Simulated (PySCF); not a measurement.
3-chloro-1,1-difluoropropa-1,2-diene (C3HClF2), SMILES C(=C=C(F)F)Cl.

Coordinates come from a B3LYP-D3(BJ)/def2-SVP optimisation.

Two levels are set side by side: TDA-PBE/def2-SVPD (PySCF) and TDA-M06-2X/def2-SVPD (PySCF). Vertical, same geometry. The lowest singlet is HOMO→LUMO 100 % with PBE and HOMO→LUMO 97 % with the other functional; states are paired by order. Differences are taken from unrounded values.

| quantity | TDA-PBE |
|---|---|
| lowest singlet excitation (eV) | 4.61 |
| lowest triplet excitation (TDA) (eV) | 3.99 |
| first bright state (f over 0.05) (eV) | 6.66 |
| its oscillator strength | 0.09 |

Problem. These are the TDA-PBE values. What does TDA-M06-2X give? (An estimate is asked for; the answer gives what the named calculation found.)

Solution. 
```tsv
quantity	TDA-M06-2X	TDA-PBE minus TDA-M06-2X
lowest singlet excitation (eV)	4.78	-0.17
lowest triplet excitation (TDA) (eV)	4.34	-0.35
first bright state (f over 0.05) (eV)	7.92	-1.26
its oscillator strength	1.17	-1.07
```

Functionals without exact exchange tend to place singlet excitations lower, as here. Differences between two approximate levels are no errors against the true value.

Rough cost on one machine, each run with all the roots and properties that it gave: TDA-M06-2X against TDA-PBE about 8 times.
